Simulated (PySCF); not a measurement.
# Vertical excitation energies

Species: C6H7OP.
SMILES: `C1=CP=C(C2CC2)O1`

Method: TDDFT B3LYP/def2-SVPD, vertical, gas phase, core orbitals frozen in the response (PySCF). Geometry: GFN2-xTB, one conformer, isolated molecule. Torsions of this conformer, `[cH:1]1[cH:2][p:3][c:4]([CH:5]2[CH2:6][CH2:7]2)[o:8]1`: P3–C4–C5–C6 -36°.

Question: Predict the UV-vis stick spectrum at this level.

Answer: 

| state | E (eV) | ν̃ (cm⁻¹) | f | main configurations (H = HOMO, L = LUMO) |
| --- | --- | --- | --- | --- |
| S1 | 4.86 | 39170 | 0.196 | H→L (95%) |
| S2 | 5.49 | 44310 | 0.033 | H→L+1 (73%), H-1→L (25%) |
| S3 | 5.65 | 45550 | 0.0020 | H→L+2 (74%), H→L+3 (14%) |
| S4 | 5.86 | 47280 | 0.0012 | H-2→L (50%), H→L+3 (33%), H→L+2 (11%) |
| S5 | 5.92 | 47730 | 0.0080 | H→L+3 (52%), H-2→L (42%) |
| S6 | 6.21 | 50110 | 0.0000 | H→L+4 (87%), H→L+2 (9%) |
| S7 | 6.33 | 51060 | 0.179 | H-1→L (62%), H→L+1 (20%), H→L+6 (10%) |
| S8 | 6.52 | 52570 | 0.036 | H→L+5 (96%) |

Triplets (Tamm–Dancoff): T1 3.11 eV, H→L (97%); T2 4.46 eV, H→L+1 (84%), H-1→L+1 (9%); T3 5.06 eV, H-2→L (92%).

The lowest singlet comes at 255 nm (469 kJ/mol) in the ultraviolet; it is strong; its leading configuration is HOMO→LUMO (95%). The lowest level is also the most intense of those listed (f = 0.196). Löwdin shares by element: HOMO carbon 49% or more, phosphorus 26% (atoms not listed hold the other 26%); LUMO carbon 36% or more, phosphorus 32%, oxygen 15% (atoms not listed hold the other 17%). Orbital energies (eV): HOMO-3 -8.73, HOMO-2 -7.83, HOMO-1 -7.65, HOMO -6.03, LUMO -0.88, LUMO+1 0.24, LUMO+2 0.60. Weighted by f, the mean energy of these states is 5.64 eV. The listed states span 1.66 eV, and the widest gap between neighbours is 0.64 eV (S1 to S2). No computed singlet lies in the visible range (380 to 750 nm); the lowest, at 255 nm, stands 1.59 eV above its violet end (3.26 eV); a Tamm–Dancoff triplet lies at 399 nm, without intensity as long as spin–orbit coupling is left out. The window holds the lowest 8 singlets.

Cost: about 1.8 min of CPU time on one thread (with the writing of density and orbital grids); the machine was shared, so the figure is rough.
